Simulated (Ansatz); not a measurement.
Ideal-gas functions of CrFH2NO2 (`[NH2][Cr](=[O])(=[O])[F]`) at 600 K and 1 bar, from an Ansatz frequency run at PBE0-D4/def2-TZVP.

Molar mass 119.01 g/mol, point group Cs (symmetry number 1), electronic degeneracy 1, moments of inertia 113.291, 129.033, 134.592 u Å². Harmonic wavenumbers (cm⁻¹, unscaled): 245, 259, 291, 323, 390, 420, 479, 719, 743, 803, 1128, 1143, 1519, 3569, 3689.

Use S(trans) = R[1.5 ln M + 2.5 ln T − 1.1517]; rotational temperatures θ = 24.2544 K / I; S(rot) = R[ln(√π/σ · √(T³/θAθBθC)) + 1.5]; for each mode x = 1.438777 ν̃/T, S = R[x/(eˣ − 1) − ln(1 − e⁻ˣ)] and H = RT x/(eˣ − 1); 1 cm⁻¹ = 0.0119627 kJ/mol; R = 8.31446 J/(mol·K).

**Question.** By hand: the entropy, in J/(mol·K).

**Answer.** Translation 183.0. Rotation: θ = 0.2141, 0.188, 0.1802 K, giving 117.5. Vibration, mode by mode: 12.86, 12.41, 11.47, 10.64, 9.17, 8.60, 7.60, 4.74, 4.53, 4.04, 2.19, 2.13, 1.04, 0.02, 0.01, in all 91.4. Electronic 0.0. Sum 391.9 J/(mol·K).

**Question.** By hand: H − E and G − E in kJ/mol, counted from the electronic energy.

**Answer.** Zero-point energy ½ × 15720 × 0.0119627 = 94.0; thermal vibration 30.3; translation, rotation and pV give 4 RT = 20.0. H − E = 144.3 kJ/mol, and G − E = 144.3 − 600 × 391.9/1000 = -90.8 kJ/mol.

Vibration gives 23 % of the entropy. The sum counts one conformer and one mirror image; others add a mixing term.
